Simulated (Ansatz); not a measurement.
**CCSD(T) forces**

H2TeSeO (SMILES O[Se][TeH]), singlet, displaced at random from a GFN2-xTB minimum.

O1  (-1.204, -0.634, -0.725)
Se2  (-0.548, -0.381, 0.910)
Te3  (1.342, 1.154, 0.517)
H4  (-1.981, -0.035, -0.909)
H5  (2.425, -0.065, 0.138)
(Å)

Ansatz 0.2.0; basis: def2-TZVPP; cores frozen in the correlated methods. Filled d shells of the heavier atoms are correlated. Core potentials replace the inner electrons of the atoms past krypton. The def2 sets are not built for correlating such inner shells, so the correlated values are less sure here.

CCSD(T) forces from the calculation:
```tsv
atom	Fx	Fy	Fz (eV/Å)
O1	-1.516	0.545	-1.218
Se2	-0.192	0.003	0.675
Te3	0.482	-0.026	-0.117
H4	1.380	-0.797	0.600
H5	-0.154	0.275	0.060
```

(1) Which atom feels the largest CCSD(T) force, and how large is it?

No T1 diagnostic of these runs exceeds 0.013. These are differences at one structure, and CCSD(T) in triple zeta is itself an approximation.

## Answers

(1) O1, 2.02 eV/Å, along (-0.75, 0.27, -0.60).

Root-mean-square difference of the force components from those of CCSD(T): PBE0-D4 0.119; wB97M-V 0.099; r2SCAN-D4 0.095; PBE-D4 0.287; BLYP-D4 0.426; CAM-B3LYP-D4 0.099 eV/Å.

For scale, one of the runs: CCSD(T)/def2-TZVPP forces, 157 basis functions (an equivalent command: `ansatz run in.yaml --threads 4`). Time: 4.7 min of wall clock on 4 CPU threads; the host was shared. Peak host memory: 2.3 GiB.
